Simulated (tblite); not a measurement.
`CO[SiH2]S[SiH2]OC`. The geometry is computed with GFN2-xTB (gas phase).

```
atom  x, y, z in Å
C1    -3.6924   -0.3428    0.2176
O2    -2.5719   -0.7522   -0.5122
Si3   -1.0035   -0.6145   -0.1639
S4    -0.6492    1.3944    0.5490
Si5    1.4688    1.5024    0.4998
O6     1.8807   -0.0022    0.0579
C7     3.1707   -0.5008   -0.1323
H8    -3.9184   -1.0702    1.0010
H9    -4.5359   -0.2811   -0.4709
H10   -3.5205    0.6339    0.6734
H11   -0.4386   -0.8486   -1.4755
H12   -0.5807   -1.5125    0.9062
H13    1.8920    2.4904   -0.4870
H14    1.9667    1.8369    1.8296
H15    3.6796    0.0393   -0.9330
H16    3.0853   -1.5530   -0.4031
H17    3.7604   -0.4075    0.7819
```

Task: Which two atoms are farthest apart?

Result: H9···H17, 8.39 Å; the next longest distance is 8.23 Å.

Task: Where is the centre of mass (commonest isotopes), and what is the radius of gyration?

Result: Mass 153.994 u; centre at (-0.154, 0.302, 0.144) Å; Rg = √(Σ m r²/M) = 2.308 Å. As Ia + Ib + Ic = 2 Σ m r², the three principal moments sum to 1641.2 u·Å².

Task: Work out the bond lengths C1–H8, O2–Si3, Si5–H13, O6–C7 in bohr.

Result: For C1–H8 the difference vector is (-0.2260, -0.7274, 0.7834) Å, of length 1.0927 Å. 1 bohr = 0.529177 Å. C1–H8 2.065; O2–Si3 3.047; Si5–H13 2.757; O6–C7 2.638 bohr.

Task: How far are the heavy atoms from their best plane (unweighted least squares)?

Result: 0.147 Å rms; C1 0.24, O2 0.28, Si3 0.02, S4 0.02, Si5 0.07, O6 0.05, C7 0.06 Å (magnitudes).

Task: What are the angles O2–Si3–S4, H11–Si3–H12, S4–Si3–H11, Si5–O6–C7, H16–C7–H17, H15–C7–H16?

Result: From the scalar product of the two bond vectors; for O2–Si3–S4 it is -1.0806 Å² over 1.6125 × 2.1609 Å², cos θ = -0.3101. O2–Si3–S4 108.1°; H11–Si3–H12 116.9°; S4–Si3–H11 112.7°; Si5–O6–C7 127.1°; H16–C7–H17 109.4°; H15–C7–H16 109.4°.

Task: Write the matrix of distances between heavy atoms (Å, lower triangle).

Result: 
```
C1    0.000
O2    1.398  0.000
Si3   2.729  1.612  0.000
S4    3.520  3.071  2.161  0.000
Si5   5.488  4.737  3.322  2.121  0.000
O6    5.586  4.551  2.957  2.931  1.621  0.000
C7    6.874  5.761  4.176  4.318  2.703  1.396  0.000
```

Its GFN2-xTB frequencies are all real (lowest 35 cm⁻¹). The numbers are those of one conformer. 3 starts were optimised and ended at 0.00, 1.49 and 1.62 kcal/mol (GFN2-xTB); the lowest of these is shown.

On Intel Xeon at 2.50 GHz, one thread, shared host with 64 logical CPUs at a one-minute load of 63, this took 7.6 s wall. That covers the optimisation of the geometry.
